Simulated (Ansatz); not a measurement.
System: H$_{5}$BGeO, charge 0, singlet. H5BGeO (SMILES O[BH][GeH3]).
B3LYP-D3(BJ)/def2-TZVP minimum from Ansatz (a first-principles code):
```
Ge
H 1 1.5417
H 1 1.5417 2 107.00
H 1 1.5483 2 107.32 3 114.92
B 1 2.0856 2 111.83 3 -122.77
O 5 1.3503 1 122.47 2 -120.01
H 6 0.9640 5 115.05 1 0.00
H 5 1.1940 6 115.73 7 180.00
```
Charge 0, spin multiplicity 1.

Atomisation energy term by term, kcal/mol (programs: Ansatz). Radicals and triplets start from unrestricted determinants; spin-orbit coupling is neglected. Correlated methods leave the cores frozen (noble-gas shells, and filled d and f shells in the p block). No relativity. CBS(X,Y): correlation extrapolated as X^-3, Hartree-Fock from the larger set. A bracket is a step between two methods taken in the basis named. For partners of very few electrons the exact lower level stands in for a higher one.

```
term                               basis  kcal/mol
------------------  --------------------  --------
Hartree-Fock                     cc-pVQZ    456.64
CCSD correlation    CBS(cc-pVTZ,cc-pVQZ)    147.49
(T)                 CBS(cc-pVTZ,cc-pVQZ)      7.96
CCSDT(Q) - CCSD(T)               cc-pVDZ      0.63
sum: De                                      612.7
```
